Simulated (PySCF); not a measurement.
**Rh⁴³⁺: ionisation energy**

Rh⁴³⁺ 1s2 (1S) → Rh⁴⁴⁺ 1s1 (2S), as a difference of total energies. All numbers are calculated (PySCF 2.14, the spin-free X2C one-electron Hamiltonian (Gaussian nucleus), in an even-tempered Gaussian basis (17 s from 79 bohr⁻², ratio 2.2; 7 p from 120 bohr⁻², ratio 2.4; 4 d from 360 bohr⁻², ratio 2.4; 3 f from 540 bohr⁻², ratio 2.4; 3 g from 810 bohr⁻², ratio 2.4)). Correlated levels: nothing frozen; virtual orbitals above 40 to 60 times the deepest correlated orbital energy dropped. The calculations carry no spin-orbit coupling.

| method | ionisation energy (eV) |
| --- | --- |
| UHF | 27525.3 |
| LDA | 27475.9 |
| PBE | 27521.7 |
| PBE0 | 27522.8 |
| r2SCAN | 27528.2 |
| revPBE | 27527.5 |
| TPSSh | 27527.9 |
| MP2 (all electrons) | 27526.7 |
| SCS-MP2 (all electrons) | 27527.0 |

For this ion Breit and QED terms and the two-electron picture change, all absent here, outweigh the differences among the correlated methods.

For comparison: 27487.0 eV (theoretical estimate listed by NIST; NIST Atomic Spectra Database, ionization energies).
